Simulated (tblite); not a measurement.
Compound: C4H10B2O2.
Numbering: `[BH2:1][O:2][B:3]([CH3:4])[O:5][C:6](=[CH2:7])[CH3:8]` (hydrogens: H9, H10 on B1; H11, H12, H13 on C4; H14, H15 on C7; H16, H17, H18 on C8)

Computed with GFN2-xTB (tblite), gas phase: L-BFGS steps from a force-field or distance-geometry start until the largest atomic force falls under 0.01 eV/Å.

Geometry at step 29:
```
atom  x, y, z in Å
B1      2.4625    1.6920   -0.3370
O2      1.5418    0.7605   -0.3658
B3      0.8790   -0.3475   -0.6728
C4      1.6435   -1.7566   -0.6405
O5     -0.4513   -0.2914   -1.0045
C6     -1.5491   -0.0778   -0.2174
C7     -1.8668   -0.8803    0.7957
C8     -2.3403    1.1347   -0.6202
H9      2.6136    2.2989    0.6668
H10     3.1526    1.8645   -1.2888
H11     2.4868   -1.7200    0.0463
H12     0.9526   -2.5266   -0.3092
H13     2.0179   -2.0236   -1.6291
H14    -1.2764   -1.7465    1.0393
H15    -2.7197   -0.6918    1.4254
H16    -3.3002    1.1526   -0.1066
H17    -2.4919    1.1407   -1.7018
H18    -1.7633    2.0243   -0.3561
```

Task: Give the atomic forces at this geometry.

Result: 
```tsv
atom	Fx (eV/Å)	Fy (eV/Å)	Fz (eV/Å)
B1	-0.059	-0.251	0.064
O2	0.116	0.138	-0.144
B3	0.077	0.005	0.167
C4	-0.062	0.098	0.012
O5	-0.057	-0.090	0.017
C6	-0.058	0.018	0.138
C7	0.061	0.148	-0.133
C8	0.018	-0.022	0.059
H9	0.029	-0.017	-0.095
H10	-0.191	0.122	0.104
H11	-0.011	-0.067	-0.102
H12	0.136	-0.144	-0.094
H13	-0.056	-0.037	0.158
H14	0.062	0.081	0.003
H15	0.013	0.008	-0.178
H16	0.102	0.046	-0.087
H17	-0.002	-0.025	0.157
H18	-0.118	-0.011	-0.048
```

The largest, 0.27 eV/Å, acts on B1; the rms over all components is 0.098 eV/Å. The forces sum to zero within rounding, as they must for an isolated molecule in no field.

Task: Give the force on B1 in Eh/bohr and in nN.

Result: 0.266 eV/Å ÷ 51.422 = 0.00517 Eh/bohr, and 0.266 eV/Å × 1.602 = 0.43 nN.

Task: How far is this geometry from the end of the optimisation?

Result: 0.445 eV above it, and 0.887 Å rms away after alignment. The bonds farthest from their final lengths, with half the difference of the two atoms' forces along the bond (positive lengthens):

| bond | now (Å) | final (Å) | force along bond (eV/Å) |
| --- | --- | --- | --- |
| B3–O5 | 1.372 | 1.360 | +0.08 |
| B1–O2 | 1.310 | 1.299 | -0.20 |
| O5–C6 | 1.368 | 1.376 | +0.04 |
| C6=C7 | 1.331 | 1.324 | -0.16 |
| B1–H10 | 1.188 | 1.183 | -0.03 |
| B3–C4 | 1.603 | 1.598 | -0.08 |

The angle farthest from its final value is B1–O2–B3, 161.8° against 177.2°.

Of the 2 listed bonds off by 0.010 Å or more, this force points towards the final length in 1.

The cost below is that of the whole relaxation. Time: 0.89 s wall. Hardware: an Arm Neoverse V1 with one thread, no GPU, shared host.
